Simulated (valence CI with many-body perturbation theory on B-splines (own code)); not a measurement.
# E1 transitions of Sm⁴⁸⁺

Level of theory: valence CI with perturbative core correlation (CI+MBPT): four valence electrons over a frozen Dirac-Fock core [Ne], a basis of 11 s, 11 p, 10 d, 8 f, 5 g, 2 h functions for each j, with the one-electron correlation potential Σ1, the two-electron term Σ2, the three-electron term Σ3, Breit, model QED; selected CI, second order for the rest, scaled by the run's own slope (own B-spline code, finite nucleus).

The last digits are not significant, and no measured levels were compared; by estimate large intervals hold to a few tenths of a per cent, small ones and those within an open d or f shell to about a per cent. Among the levels kept, up to 590 cm⁻¹ of a level comes from second order outside the variational space, and about a tenth of that is noise between levels of different J, which matters for small intervals.

Lines 201 to 250 of 548 in falling wavelength, among levels below 979.69 eV, chosen from the strongest by gf and those to the six lowest levels. Wavelengths and rates use the calculated energies. Electric multipoles are in the length gauge, E1 and E2 with the static RPA response of the core. Weak lines are less certain than strong ones. Lines between different terms over intervals too small for the method are left out, as are lines whose strength nearly cancels. Where a level lies close to another of its J and parity, the split of strength between their lines is uncertain. The highest levels of a list are the least certain.

Levels are named by their leading jj configuration (3d3/2^4 stands for four electrons in 3d with j = 3/2), which in mixed levels can hold well under half, so a name can repeat and another be missing. Letters in brackets count levels of one name in rising energy.

| λ vac (nm) | Upper | Lower | A (s⁻¹) | S (a.u.) with core polarisation | S without |
| --- | --- | --- | --- | --- | --- |
| 4.647 | (3s 3p3/2^2 3d3/2) J=2 [a] | (3s^2 3p3/2 3d3/2) J=1 | 1.51e+11 | 3.75e-02 | 3.81e-02 |
| 4.647 | (3s 3p3/2^2 3d3/2) J=3 [a] | (3s^2 3p3/2 3d3/2) J=2 | 1.43e+11 | 4.96e-02 | 5.05e-02 |
| 4.646 | (3s 3p3/2^2 3d3/2) J=1 [a] | (3s^2 3p3/2 3d3/2) J=0 | 1.53e+11 | 2.27e-02 | 2.31e-02 |
| 4.632 | (3s 3p3/2^2 3d3/2) J=2 [a] | (3s^2 3p3/2 3d3/2) J=2 | 6.20e+10 | 1.52e-02 | 1.55e-02 |
| 4.625 | (3s 3p3/2^2 3d3/2) J=1 [a] | (3s^2 3p3/2 3d3/2) J=1 | 1.26e+11 | 1.84e-02 | 1.87e-02 |
| 4.617 | (3s 3p3/2^2 3d5/2) J=5 | (3s^2 3p3/2 3d5/2) J=4 | 1.42e+11 | 7.59e-02 | 7.73e-02 |
| 4.576 | (3p1/2 3p3/2^2 3d5/2) J=4 [a] | (3s 3p1/2 3p3/2 3d5/2) J=3 [c] | 3.09e+11 | 1.32e-01 | 1.34e-01 |
| 4.567 | (3s 3p1/2 3p3/2^2) J=2 [a] | (3s^2 3p1/2 3p3/2) J=1 | 2.15e+11 | 5.06e-02 | 5.15e-02 |
| 4.567 | (3p1/2 3p3/2^2 3d5/2) J=1 [a] | (3s 3p1/2 3p3/2 3d5/2) J=2 [c] | 1.78e+11 | 2.52e-02 | 2.56e-02 |
| 4.537 | (3p1/2 3p3/2^2 3d3/2) J=2 [c] | (3s 3p1/2 3p3/2 3d3/2) J=1 [e] | 7.88e+10 | 1.82e-02 | 1.85e-02 |
| 4.527 | (3p1/2 3p3/2^2 3d3/2) J=1 [a] | (3s 3p1/2 3p3/2 3d3/2) J=1 [c] | 2.02e+11 | 2.77e-02 | 2.82e-02 |
| 4.526 | (3p1/2 3p3/2^2 3d5/2) J=5 | (3s 3p1/2 3p3/2 3d5/2) J=4 [c] | 2.70e+11 | 1.36e-01 | 1.38e-01 |
| 4.524 | (3p1/2 3p3/2^2 3d3/2) J=3 [b] | (3s 3p1/2 3p3/2 3d5/2) J=2 [b] | 6.98e+10 | 2.23e-02 | 2.27e-02 |
| 4.512 | (3p1/2 3p3/2^2 3d5/2) J=3 [a] | (3s 3p1/2 3p3/2 3d5/2) J=3 [c] | 9.96e+10 | 3.16e-02 | 3.21e-02 |
| 4.492 | (3s 3p1/2 3p3/2^2) J=3 | (3s^2 3p1/2 3p3/2) J=2 | 1.13e+11 | 3.54e-02 | 3.60e-02 |
| 4.481 | (3p1/2 3p3/2^2 3d5/2) J=4 [b] | (3s 3p1/2 3p3/2 3d5/2) J=4 [c] | 9.85e+10 | 3.94e-02 | 4.00e-02 |
| 4.469 | (3p1/2 3p3/2^2 3d3/2) J=3 [b] | (3s 3p1/2 3p3/2 3d5/2) J=3 [b] | 4.12e+10 | 1.27e-02 | 1.29e-02 |
| 4.466 | (3p1/2 3p3/2^2 3d3/2) J=1 [b] | (3s 3p1/2 3p3/2 3d3/2) J=0 [b] | 9.18e+10 | 1.21e-02 | 1.23e-02 |
| 4.464 | (3s 3p3/2^2 3d3/2) J=4 | (3s^2 3p3/2 3d3/2) J=3 | 4.00e+11 | 1.58e-01 | 1.61e-01 |
| 4.462 | (3p1/2 3p3/2^2 3d3/2) J=3 [a] | (3s 3p1/2 3p3/2 3d3/2) J=3 [c] | 7.75e+10 | 2.38e-02 | 2.42e-02 |
| 4.460 | (3p1/2 3p3/2^2 3d5/2) J=3 [b] | (3s 3p1/2 3p3/2 3d5/2) J=2 [d] | 6.68e+10 | 2.05e-02 | 2.08e-02 |
| 4.455 | (3s 3p3/2^2 3d5/2) J=4 [a] | (3s^2 3p3/2 3d5/2) J=4 | 2.41e+11 | 9.47e-02 | 9.63e-02 |
| 4.446 | (3s 3p1/2 3p3/2 3d3/2) J=2 [a] | (3s 3p1/2^2 3p3/2) J=1 | 1.24e+11 | 2.68e-02 | 2.73e-02 |
| 4.434 | (3p1/2 3p3/2^2 3d5/2) J=0 | (3s 3p1/2 3p3/2 3d5/2) J=1 [a] | 3.37e+11 | 1.45e-02 | 1.48e-02 |
| 4.428 | (3p1/2 3p3/2^2 3d5/2) J=2 [a] | (3s 3p1/2 3p3/2 3d5/2) J=1 [b] | 2.05e+11 | 4.39e-02 | 4.46e-02 |
| 4.419 | (3p1/2 3p3/2^2 3d3/2) J=3 [b] | (3s 3p1/2 3p3/2 3d3/2) J=2 [e] | 3.83e+11 | 1.14e-01 | 1.16e-01 |
| 4.416 | (3p1/2 3p3/2^2 3d5/2) J=4 [a] | (3s 3p1/2 3p3/2 3d5/2) J=4 [b] | 4.29e+10 | 1.64e-02 | 1.67e-02 |
| 4.413 | (3p1/2 3p3/2^2 3d3/2) J=0 | (3s 3p1/2 3p3/2 3d3/2) J=1 [c] | 5.23e+11 | 2.22e-02 | 2.26e-02 |
| 4.412 | (3s 3p1/2 3p3/2 3d5/2) J=3 [b] | (3s^2 3p1/2 3d5/2) J=3 | 7.81e+10 | 2.32e-02 | 2.36e-02 |
| 4.407 | (3s 3p3/2 3d3/2^2) J=1 [b] | (3s^2 3d3/2^2) J=2 | 1.70e+11 | 2.15e-02 | 2.19e-02 |
| 4.394 | (3p1/2 3p3/2^2 3d5/2) J=4 [a] | (3s 3p1/2 3p3/2 3d5/2) J=3 [b] | 7.94e+10 | 2.99e-02 | 3.04e-02 |
| 4.391 | (3s 3p1/2 3p3/2 3d5/2) J=4 [b] | (3s^2 3p1/2 3d5/2) J=3 | 3.46e+10 | 1.30e-02 | 1.32e-02 |
| 4.387 | (3s 3p3/2^2 3d5/2) J=2 [a] | (3s^2 3p3/2 3d5/2) J=1 | 1.69e+11 | 3.53e-02 | 3.59e-02 |
| 4.385 | (3p1/2 3p3/2^2 3d3/2) J=3 [a] | (3s 3p1/2 3p3/2 3d3/2) J=2 [d] | 4.17e+10 | 1.22e-02 | 1.24e-02 |
| 4.383 | (3p1/2 3p3/2^2 3d3/2) J=4 | (3s 3p1/2 3p3/2 3d3/2) J=3 [c] | 3.89e+11 | 1.46e-01 | 1.48e-01 |
| 4.383 | (3p1/2 3p3/2^2 3d3/2) J=2 [a] | (3s 3p1/2 3p3/2 3d3/2) J=2 [c] | 2.53e+11 | 5.25e-02 | 5.34e-02 |
| 4.380 | (3s 3p3/2^2 3d3/2) J=3 [b] | (3s^2 3p3/2 3d5/2) J=2 | 6.46e+10 | 1.87e-02 | 1.91e-02 |
| 4.368 | (3s 3p3/2^2 3d5/2) J=4 [b] | (3s^2 3p3/2 3d5/2) J=3 | 3.03e+11 | 1.12e-01 | 1.14e-01 |
| 4.363 | (3p1/2 3p3/2^2 3d5/2) J=3 [b] | (3s 3p1/2 3p3/2 3d5/2) J=2 [c] | 8.36e+10 | 2.40e-02 | 2.44e-02 |
| 4.360 | (3s 3p1/2 3p3/2 3d5/2) J=2 [b] | (3s^2 3p1/2 3d5/2) J=3 | 9.30e+10 | 1.90e-02 | 1.93e-02 |
| 4.351 | (3p1/2 3p3/2^2 3d5/2) J=1 [b] | (3s 3p1/2 3p3/2 3d5/2) J=2 [d] | 2.45e+11 | 2.98e-02 | 3.03e-02 |
| 4.336 | (3s 3p1/2 3p3/2 3d3/2) J=0 [a] | (3s 3p1/2^2 3p3/2) J=1 | 3.86e+10 | 1.55e-03 | 1.58e-03 |
| 4.336 | (3p1/2^2 3p3/2 3d5/2) J=2 | (3s 3p1/2^2 3d5/2) J=2 | 1.56e+11 | 3.14e-02 | 3.20e-02 |
| 4.335 | (3p1/2 3p3/2^2 3d5/2) J=3 [a] | (3s 3p1/2 3p3/2 3d5/2) J=3 [b] | 1.53e+11 | 4.31e-02 | 4.39e-02 |
| 4.332 | (3p1/2 3p3/2^2 3d3/2) J=2 [c] | (3s 3p1/2 3p3/2 3d3/2) J=1 [d] | 1.46e+11 | 2.93e-02 | 2.98e-02 |
| 4.330 | (3p1/2 3p3/2^3) J=1 | (3s 3p1/2 3p3/2^2) J=1 [b] | 5.56e+11 | 6.68e-02 | 6.80e-02 |
| 4.321 | (3p1/2 3p3/2^2 3d5/2) J=2 [c] | (3s 3p1/2 3p3/2 3d5/2) J=2 [d] | 2.70e+11 | 5.37e-02 | 5.46e-02 |
| 4.315 | (3s 3p3/2^2 3d3/2) J=1 [c] | (3s^2 3p3/2 3d5/2) J=2 | 1.12e+11 | 1.33e-02 | 1.36e-02 |
| 4.312 | (3s 3p3/2 3d3/2^2) J=2 [c] | (3s^2 3d3/2^2) J=2 | 2.56e+11 | 5.07e-02 | 5.16e-02 |
| 4.309 | (3s 3p3/2^2 3d5/2) J=2 [b] | (3s^2 3p3/2 3d5/2) J=1 | 1.49e+11 | 2.95e-02 | 3.00e-02 |
